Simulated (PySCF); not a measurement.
A GIAO shielding run with PySCF (density fitting, non-relativistic, gas phase) on SMILES FCCCS(C)(=O)=O, C4H9FO2S:

```
$ OMP_NUM_THREADS=1 python probes_run.py task.json out

{"job": {"kind": "nmr", "xc": "PBE0", "basis": "pcSseg-1"}, "charge": 0, "multiplicity": 1}
C     -2.561178     0.541904    -0.467607
S     -1.127535    -0.028093     0.492255
O     -0.756705     1.010353     1.414646
O     -1.424183    -1.322190     1.042337
C      0.185090    -0.241598    -0.757795
C      1.408190    -0.825299    -0.070401
C      2.175092     0.242398     0.699106
F      2.750192     1.124454    -0.191119
H     -2.832551    -0.235744    -1.168883
H     -2.285500     1.458812    -0.971442
H     -3.371839     0.723589     0.227034
H      0.394606     0.729221    -1.197373
H     -0.222347    -0.923082    -1.498820
H      2.075925    -1.276288    -0.809118
H      1.079384    -1.599059     0.625286
H      2.994552    -0.191995     1.278928
H      1.511811     0.824648     1.343055
```

Hardware: 1 thread of an Arm Neoverse V1, shared host. The job also computes population analyses, field gradients.

(1) How large is the calculation?

(2) How long does it take, and how much memory does it need?

Results:

(1) 74 electrons, 188 basis functions and 998 auxiliary functions.

(2) 50 s of wall time, with 14 SCF cycles and 4 response iterations; peak memory 0.83 GiB. Times on a shared host scatter by some tens of per cent.
